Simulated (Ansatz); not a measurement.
Input and output for BCl2(vinyl) (C₂H₃BCl₂).

```yaml
crystal:
  periodic: [false, false, false]
  atoms:
    - {symbol: B, position_ang: [0.700340, 0.951144, -0.369253]}
    - {symbol: Cl, position_ang: [2.005304, 1.306044, -1.503087]}
    - {symbol: Cl, position_ang: [0.088444, 2.272304, 0.632968]}
    - {symbol: C, position_ang: [0.123836, -0.482936, -0.272876]}
    - {symbol: C, position_ang: [-0.872951, -0.833895, 0.572323]}
    - {symbol: H, position_ang: [0.553112, -1.258613, -0.931933]}
    - {symbol: H, position_ang: [-1.330408, -0.091421, 1.248598]}
    - {symbol: H, position_ang: [-1.267668, -1.862617, 0.623249]}
basis:
  gaussian: {orbitals: def2-SVPD, point_charges: [{charge: 1.00, position_ang: [6.406, 0.938, -0.273]}]}
hamiltonian: {xc: {name: HSE06}, dispersion: d3bjatm}
output: {forces: true}
```

```sh
$ ansatz run in.yaml --threads 2 --pin off --events-out ev --progress --plain --max-ram 4352MiB
```

It prints (some lines left out):

```
Functional definition: HSE06
1331 factors; integrals over basis functions are off by at most 1.1e-3 eV
140 factors; integrals over basis functions are off by at most 1.3e-6 eV
mean field evaluation 1: about -27820.6960 eV, gradient 3.9e1 eV
mean field evaluation 2: about -27818.0634 eV, gradient 4.8e1 eV
mean field evaluation 4: about -27824.7022 eV, gradient 2.0e0 eV
mean field evaluation 8: about -27824.7716 eV, gradient 5.9e-2 eV
mean field evaluation 16: about -27824.7716 eV, gradient 3.7e-5 eV
mean field -27824.77156330 eV, -1022.5414946439 hartree, gradient 3.7e-5 eV, S^2 0.000000; 0 other end points of the search recorded, 0 dependent functions left out
reference -27824.77161264 eV, -1022.5414964571 hartree; 27, 27 occupied and 111, 111 virtual orbitals, 1331 factors
Total energy: -27824.91600128 eV, -1022.5468026417 hartree
Atom 0 at     0.700340     0.951144    -0.369253 Å, force    -0.641937    -0.236635     0.481289 eV/Å
Atom 1 at     2.005304     1.306044    -1.503087 Å, force     0.273866     0.059536    -0.112936 eV/Å
Atom 2 at     0.088444     2.272304     0.632968 Å, force     0.209711    -0.193655    -0.229087 eV/Å
Atom 3 at     0.123836    -0.482936    -0.272876 Å, force     0.005200    -0.085016     0.021777 eV/Å
Atom 4 at    -0.872951    -0.833895     0.572323 Å, force     0.128417     0.132102    -0.061426 eV/Å
Atom 5 at     0.553112    -1.258613    -0.931933 Å, force    -0.162617     0.209968     0.186473 eV/Å
Atom 6 at    -1.330408    -0.091421     1.248598 Å, force     0.131497    -0.240131    -0.218601 eV/Å
Atom 7 at    -1.267668    -1.862617     0.623249 Å, force     0.144404     0.333381    -0.045849 eV/Å
Dipole moment:    -0.518556    -0.401019     0.158086 e Å
```

Run time 3.5 s (2 threads of Intel Xeon 6975P-C on a shared host).

HSE06 is defined as in plane-wave codes, on full-range PBE exchange.
